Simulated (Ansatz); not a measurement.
Question: Name a neutral molecule of C, Cl, Ge, Si and H with LUMO energy (PBE0/def2-TZVPP) between -1.15 and -0.85 eV and size of the dipole moment (ωB97M-V/def2-TZVPP) between 1.70 and 2.00 D (Ansatz, PBE0-D4/def2-TZVP geometry).

Answer: `Cl[SiH2]C#[C][GeH3]` (-1.01 eV, 1.80 D). Other molecules can fit too; these were computed, each in one conformer that needn't be the lowest.
